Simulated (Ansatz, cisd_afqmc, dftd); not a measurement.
Species: BNH, charge 0, doublet. BNH (SMILES [B]=N, doublet).
B3LYP-D3(BJ)/def2-TZVP minimum from Ansatz (a quantum-chemistry and plane-wave program):
```
N
B 1 1.2337
H 1 0.9930 2 180.00
```
Charge 0, spin multiplicity 2.

Quantity: atomisation energy (electronic, to ground-state atoms), in kJ/mol. Radicals and triplets start from unrestricted determinants; spin-orbit coupling is neglected. Correlated methods leave the cores frozen. Rows without X2C or -DK are non-relativistic. AFQMC/CISD: phaseless, guided by CISD from CCSD amplitudes; bars are statistical, one sigma. Outlying blocks are dropped, and bars are widened where a walk drifts. Over all cases where full CI ran beside it in this data, AFQMC minus full CI had a median of +0.1 mEh and passed +0.4 mEh in a tenth of the cases. CBS(X,Y): correlation extrapolated as X^-3, Hartree-Fock from the larger set (Q,5: extrapolated as (X+1)exp(-9√X)). A bracket is a step between two methods taken in the basis named. Functionals run without relativity, which enters their misses. 'core' is core correlation in cc-pwCVTZ, 'X2C' scalar relativity in cc-pVTZ-DK, both at CCSD(T). Where a partner has so few electrons that a lower coupled-cluster level is exact, that level stands in. The UHF reference of HBN ([B]=N, doublet) is spin-contaminated (<S^2> up to 0.10 over the pure value in the sets run).

| level | program | atomisation energy (kJ/mol) | difference against the last row |
|---|---|---|---|
| r2SCAN-D3(BJ)/def2-TZVPD | Ansatz + dftd3 | 1010.6 | 18.4 |
| CCSD/cc-pVTZ | Ansatz | 916.3 | -75.9 |
| CCSD(T)/CBS(cc-pVQZ,cc-pV5Z) | Ansatz | 984.1 | -8.1 |
| CCSD(T)/CBS(cc-pVQZ,cc-pV5Z) + core + X2C | Ansatz | 990.7 | -1.5 |
| CCSDTQ/cc-pVDZ | Ansatz | 872.0 | -120.2 |
| CCSD(T)/CBS(cc-pVQZ,cc-pV5Z) + [AFQMC/CISD - CCSD(T)]/cc-pVTZ + core + X2C | Ansatz + cisd_afqmc | 991.1 ± 1.1 | -1.1 |
| CCSD(T)/CBS(cc-pVQZ,cc-pV5Z) + [CCSDT(Q) - CCSD(T)]/cc-pVTZ + [CCSDTQ - CCSDT(Q)]/cc-pVDZ + core + X2C | Ansatz | 992.4 | 0.2 |
| CCSD(T)/CBS(cc-pVQZ,cc-pV5Z) + [CCSDT(Q) - CCSD(T)]/cc-pVQZ + [CCSDTQ - CCSDT(Q)]/cc-pVDZ + core + X2C | Ansatz | 992.2 | 0.0 |
